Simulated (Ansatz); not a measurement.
Ansatz (an electronic-structure program) input (wB97M-V/def2-TZVPD):

Ansatz 0.2 input:
```yaml
crystal:
  periodic: [false, false, false]
  atoms:
    - {symbol: Si, position_ang: [-1.11042029, -0.08949484, 0.26156597]}
    - {symbol: P, position_ang: [1.07640026, 0.11080290, -0.26180823]}
    - {symbol: H, position_ang: [-1.90868884, 0.17960327, -0.96650155]}
    - {symbol: H, position_ang: [-1.44256787, 0.94929489, 1.27566173]}
    - {symbol: H, position_ang: [1.17425847, -1.10142406, -0.99033351]}
    - {symbol: H, position_ang: [1.57687840, -0.43658982, 0.94637320]}
basis:
  gaussian:
    orbitals: def2-TZVPD
hamiltonian:
  xc: {name: wB97M-V}
magnetization: {spin_polarized: true, initial_magnetization: 1}
output: {forces: true}
```

Output:

```
Functional definition: wB97M-V
integrals: 0.06 GiB planned
763 factors; their error is unknown
integrals: 0.09 GiB planned
284 factors; integrals over basis functions are off by at most 9.2e-6 eV
mean field: 0.76 GiB planned
mean field evaluation 1: about -17228.5761 eV, gradient 6.1e0 eV
mean field evaluation 2: about -17228.9134 eV, gradient 2.3e0 eV
mean field evaluation 4: about -17228.9730 eV, gradient 3.0e-1 eV
mean field evaluation 8: about -17228.9900 eV, gradient 9.7e-2 eV
mean field evaluation 16: about -17228.9902 eV, gradient 1.2e-4 eV
mean field -17228.99020050 eV, -633.1537116395 hartree, gradient 3.2e-5 eV, S^2 0.752743; 0 other end points of the search recorded, 0 dependent functions left out
the calculation of the forces begins
reference -17228.99024705 eV, -633.1537133499 hartree; 17, 16 occupied and 105, 106 virtual orbitals, 763 factors
Total energy: -17228.99024705 eV, -633.1537133499 hartree
Atom 0 at    -1.110420    -0.089495     0.261566 Å, force     0.119926     0.077915    -0.051678 eV/Å
Atom 1 at     1.076400     0.110803    -0.261808 Å, force    -0.090879    -0.043538     0.033838 eV/Å
Atom 2 at    -1.908689     0.179603    -0.966502 Å, force     0.043694    -0.022403     0.069611 eV/Å
Atom 3 at    -1.442568     0.949295     1.275662 Å, force     0.018268    -0.064389    -0.052698 eV/Å
Atom 4 at     1.174258    -1.101424    -0.990334 Å, force    -0.030623     0.050780     0.072044 eV/Å
Atom 5 at     1.576878    -0.436590     0.946373 Å, force    -0.060385     0.001635    -0.071117 eV/Å
Dipole moment:     0.015747    -0.125941     0.039960 e Å
```

It need not be the lowest isomer of its formula.
